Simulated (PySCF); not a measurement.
Excitations are Tamm–Dancoff values on a coarser integration grid. The basis has no diffuse functions, so Rydberg states are missing or too high.

Cartesian coordinates (Å):
```xyz
4

Br    -1.8710    -1.2286    -0.0360
Al     0.0000     0.0000     0.0001
Br     1.9993    -1.0063     0.0389
Br    -0.1283     2.2349    -0.0030
```
Charge 0, multiplicity 1.

Problem. Give the HOMO–LUMO gap, S1 excitation (TDA) and dipole moment at the level PBE-D3(BJ)/def2-TZVP // B3LYP-D3(BJ)/def2-TZVP in PySCF.

Solution. 
The HOMO–LUMO gap is 4.92 eV and the S1 excitation (TDA) is 5.04 eV. The dipole moment is 0.00 D.
